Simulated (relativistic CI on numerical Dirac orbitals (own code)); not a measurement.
Radial Dirac CI calculation of Re³³⁺: levels, rates and radial parameters.

Command:

```sh
python run_levels.py task.json out
```

Input:

```
atom Re  Z=75  charge=33  electrons=42
nucleus A=187  rms_radius_fm=5.3698
hamiltonian dirac-coulomb  breit=on  qed=on  c_scale=1
orbitals kli  potential=per-configuration
slater_scale 1
correlation none
mixing on
configurations
  [Kr] 4d6
  [Ar] 3d10 4s2 4p5 4d7
  [Kr] 4d5 4f
  [Ar] 3d10 4s2 4p4 4d8
  [Kr] 4d4 4f2
  [Ar] 3d10 4s 4p6 4d7
  [Ar] 3d10 4p6 4d8
  [Ar] 3d10 4s 4p6 4d6 4f
  [Kr] 4d5 5s
  [Ar] 3d10 4s 4p5 4d8
  [Kr] 4d4 4f 5s
  [Kr] 4d5 5p
  [Kr] 4d5 5d
  [Ar] 3d10 4s2 4p5 4d6 5s
  [Kr] 4d4 5s2
  [Kr] 4d5 5f
  [Kr] 4d5 6s
  [Ar] 3d10 4s 4p6 4d6 5s
  [Ar] 3d10 4p6 4d7 5s
  [Ar] 3d10 4s 4p6 4d5 5s2
  [Kr] 4d5 7s
end
```

Hardware: one thread of Neoverse-V1, on a shared host. Rates were computed among at most 60 levels.

(1) How large is the problem, and how long does it take?

## Answers

(1) 5990 determinants at the lowest M give 5990 levels; 154 SCF iterations in all; about 5.9 s of CPU and 0.22 GiB at the peak.
